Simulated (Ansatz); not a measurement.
`C=C[Se]CC` and `CC[SeH]` differ in one atom or group.

Ansatz, PBE0-D4/def2-TZVP geometries, multiplicity 1. Each molecule was computed in one conformer, which needn't be the lowest.

Scalar relativity is left out up to krypton.

```csv
property,`C=C[Se]CC`
size of the dipole moment (PBE/def2-TZVPP) / D,1.17
LUMO energy (B3LYP/def2-TZVPP) / eV,-0.11
HOMO energy (B3LYP/def2-TZVPP) / eV,-5.82
LUMO energy (ωB97M-V/def2-TZVPP) / eV,2.12
HOMO–LUMO gap (B3LYP/def2-TZVPP) / eV,5.71
HOMO energy (PBE0/def2-TZVPP) / eV,-6.02
```

Question: Give the same properties after the change, and the shifts. (Estimate.)

Answer: Computed: 
| property | `CC[SeH]` | shift |
| --- | --- | --- |
| size of the dipole moment (PBE/def2-TZVPP) / D | 1.55 | 0.38 |
| LUMO energy (B3LYP/def2-TZVPP) / eV | -0.14 | -0.03 |
| HOMO energy (B3LYP/def2-TZVPP) / eV | -6.24 | -0.42 |
| LUMO energy (ωB97M-V/def2-TZVPP) / eV | 1.90 | -0.22 |
| HOMO–LUMO gap (B3LYP/def2-TZVPP) / eV | 6.10 | 0.39 |
| HOMO energy (PBE0/def2-TZVPP) / eV | -6.47 | -0.45 |

Dipoles are sizes alone; their direction can turn.

B3LYP here is the variant with VWN-RPA as its local correlation; programs differ in this.

Spin–orbit coupling is left out; it splits and shifts lone-pair levels of the heavy atoms by tenths of an eV.
